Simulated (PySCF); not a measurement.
C₅H₄N, charge -1, singlet, geometry from GFN2-xTB (in this run its highest filled SCF level lies above zero, so its values depend strongly on the basis, on diffuse functions most of all). Base run: PBE0/6-31G run with PySCF.

PySCF was given this input:
```python
from pyscf import gto, scf, dft

mol = gto.Mole()
mol.atom = '''
    N    -0.010091    0.043405    1.423041
    C     0.010521    0.037278   -1.348475
    C     0.009519    1.271116    0.806553
    C    -0.018661   -1.079093    0.732798
    C    -0.009393   -1.165249   -0.650074
    C     0.019450    1.209823   -0.624345
    H     0.018631    0.031032   -2.445243
    H    -0.034438   -2.008439    1.324353
    H    -0.017328   -2.127538   -1.162907
    H     0.035159    2.157859   -1.176231
'''
mol.basis = '6-31g'
mol.charge = -1
mol.spin = 0
mol.verbose = 3
mol.build()

mf = dft.RKS(mol)
mf.xc = 'pbe0'
mf.kernel()
```

Variants of this job, named by their change:

```json
[
 {"change": "base", "ΔE vs base (µEh)": "0.0", "fitting functions": "-"},
 {"change": "auxbasis = even-tempered beta=2.0", "ΔE vs base (µEh)": "-4435", "fitting functions": "481"},
 {"change": "auxbasis = def2-tzvp-ri", "ΔE vs base (µEh)": "-133", "fitting functions": "516"},
 {"change": "auxbasis = default (with mf = mf.density_fit())", "ΔE vs base (µEh)": "7.2", "fitting functions": "512"},
 {"change": "only_dfj = on; auxbasis = def2-universal-jfit", "ΔE vs base (µEh)": "-136", "fitting functions": "338"},
 {"change": "auxbasis = def2-svp-ri", "ΔE vs base (µEh)": "-8493", "fitting functions": "344"},
 {"change": "exchange = seminumerical (SGX) (with mf = sgx.sgx_fit(mf, auxbasis='def2-universal-jfit'); with mf.with_df.dfj = True)", "ΔE vs base (µEh)": "-137", "fitting functions": "338"},
 {"change": "auxbasis = cc-pvdz-jkfit", "ΔE vs base (µEh)": "7.2", "fitting functions": "512"},
 {"change": "auxbasis = autoaux", "ΔE vs base (µEh)": "-4084", "fitting functions": "523"},
 {"change": "auxbasis = cc-pvtz-jkfit", "ΔE vs base (µEh)": "-27.3", "fitting functions": "594"}
]
```

A fitting set is made for a task (jfit for Coulomb, jkfit for Coulomb and exchange, ri for correlation) and for a family of orbital bases.
